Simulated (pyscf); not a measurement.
**HO–SiH₂–I, singlet**

Gas-phase minimum from PySCF at ωB97X-D3(BJ)/def2-SVP, one conformer. 

```
Si
O 1 1.6552
H 2 0.9632 1 117.90
H 1 1.4781 2 106.94 3 174.63
H 1 1.4861 4 112.08 2 -123.88
I 1 2.4357 4 108.53 5 -116.55
```

Properties at ωB97X-D3(BJ)/def2-SVP:

```json
{
  "harmonic_wavenumbers_unscaled": "169, 274, 390, 578, 720, 828, 902, 920, 973, 2277, 2326, 3930 cm⁻¹",
  "zero_point_energy": "20.4 kcal/mol",
  "rotational_symmetry_number": "1",
  "Entropy of this conformer at 298 K and 1 atm, rigid rotor and harmonic oscillator, modes under 100 cm⁻¹ raised to 100": "308.8 J/(mol K)",
  "dipole_moment": "1.46 D"
}
```

Single-point totals, which compare only within one level (frozen core for MP2 and CC):

| level | total energy (hartree) |
|---|---|
| ωB97X-D3(BJ)/def2-TZVP | -664.48698 |
| PBE/def2-TZVP | -664.10805 |
| r²SCAN/def2-TZVP | -664.40841 |
| B3LYP-D3(BJ)/def2-TZVP | -664.48327 |
| PBE0-D3(BJ)/def2-TZVP | -664.16915 |
| M06-2X/def2-TZVP | -664.22807 |
| ωB97M-D3(BJ)/def2-TZVP | -664.49225 |
| HF/def2-TZVPP | -662.34014 |
| MP2/def2-TZVPP | -663.20229 |
| CCSD/def2-TZVPP | -663.19016 |
| CCSD(T)/def2-TZVPP | -663.21346 |

Soft torsions are taken as harmonic, which can shift the entropy by several J/(mol K). The CCSD(T) − MP2 part came from Ansatz, without density fitting, on the same reference. The frozen core leaves the outer d or s,p core shells of the metals and heavy elements correlated in the MP2 and CC values, and def2-TZVPP describes them poorly, so these totals are far from the basis limit. Elements past Kr carry the def2 core potentials, without spin-orbit coupling.
